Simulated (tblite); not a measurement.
C4H9ClO2Si2.
Atom-mapped SMILES: `[CH3:1][O:2][C:3]1=[CH:4][O:5][Si@@H:6]([CH2:7][Cl:8])[SiH2:9]1` (hydrogens: H10, H11, H12 on C1; H13 on C4; H14 on Si6; H15, H16 on C7; H17, H18 on Si9)

Geometry (GFN2-xTB, Å), atoms numbered from 1 in this order:
```xyz
18
C4H9ClO2Si2 angstrom
C     -3.335    0.248   -0.350
O     -2.151    0.334   -1.108
C     -0.961    0.298   -0.440
C     -0.804    0.214    0.884
O      0.434    0.167    1.458
Si     1.786    0.357    0.533
C      2.935   -1.095    1.004
Cl     4.522   -0.816    0.251
Si     0.633    0.345   -1.468
H     -4.152    0.292   -1.067
H     -3.419    1.084    0.353
H     -3.382   -0.694    0.206
H     -1.592    0.172    1.623
H      2.415    1.583    1.032
H      2.590   -2.064    0.652
H      3.105   -1.160    2.076
H      0.699   -0.825   -2.351
H      0.667    1.566   -2.274
```

Method: GFN2-xTB as coded in tblite; computed harmonic values from a numerical Hessian at the method's own geometry, unscaled. Errors from tens to a few hundred cm⁻¹ against measured bands are possible. Modes of hydrogen on silicon can be 10 to 20 % off. One conformer, not necessarily the lowest.

Harmonic wavenumbers (cm⁻¹): 31.0, 46.8, 94.1, 101.2, 157.6, 172.5, 216.3, 228.8, 296.6, 324.4, 363.8, 391.3, 405.8, 450.6, 540.2, 548.0, 572.5, 634.2, 663.8, 684.5, 700.3, 744.1, 761.0, 768.5, 774.3, 789.8, 1016.7, 1082.8, 1112.8, 1118.8, 1165.7, 1182.2, 1193.0, 1266.0, 1396.1, 1429.4, 1466.1, 1485.4, 1644.2, 2211.6, 2224.9, 2245.9, 2925.6, 2942.6, 2993.0, 2994.4, 3027.5, 3055.5.

A = 2795, B = 443.8, C = 402.5 MHz; mass 179.983 u (most abundant isotopes); point group C1, symmetry number 1.

Q: What is the zero-point energy?

A: Half the sum of the wavenumbers: 26321 cm⁻¹ = 314.87 kJ/mol.

Q: What is S at 500 K and 1 bar for an ideal gas of classical rigid rotors and harmonic oscillators?

A: Translation 184.37, rotation 135.50, vibration 256.89: S = 576.8 J/(mol K).

Q: And Cp and H(500 K) − H(0)?

A: Cp = 259.49 J/(mol K), of which vibrations give 226.23 (their classical limit is 48 R = 399.1); H(500 K) − H(0) = 80.02 kJ/mol without the zero-point energy, 63.39 from vibrations.

Q: Blend soft modes into free rotors: weight 1/[1 + (100 cm⁻¹/ν̃)⁴] for the oscillator and the rest for a rotor with moment μB/(μ + B), μ = h/(8π²ν), B = 10⁻⁴⁴ kg m². What vibrational entropy results?

A: 234.47 J/(mol K) in place of 256.89, which changes −T·S at 500 K by +11.21 kJ/mol.

Q: How do the functions run with temperature in this model?

A: 
```csv
T (K),S (J/(mol K)),Cp (J/(mol K)),H − H(0) (kJ/mol),G − H(0) (kJ/mol),ln q(vib)
150,357.7,116.9,11.30,-42.35,4.30
250,429.5,167.6,25.57,-81.80,7.65
298.15,460.9,189.4,34.17,-103.24,9.24
400,522.3,228.8,55.55,-153.36,12.53
600,626.3,284.1,107.24,-268.55,18.63
900,752.0,334.8,200.75,-476.05,26.80
```

q(vib) and H(0) count from the zero-point level.

Hindered rotation and anharmonicity are outside this model. Other conformers, if any are populated, would add a mixing term that is left out. The structure is chiral; the term R ln 2 for an equal mix with its mirror image is left out.

The run took 0.97 s of wall time on one thread, Arm Neoverse V1 (aarch64), shared host. This covers the Hessian and the dipole derivatives.
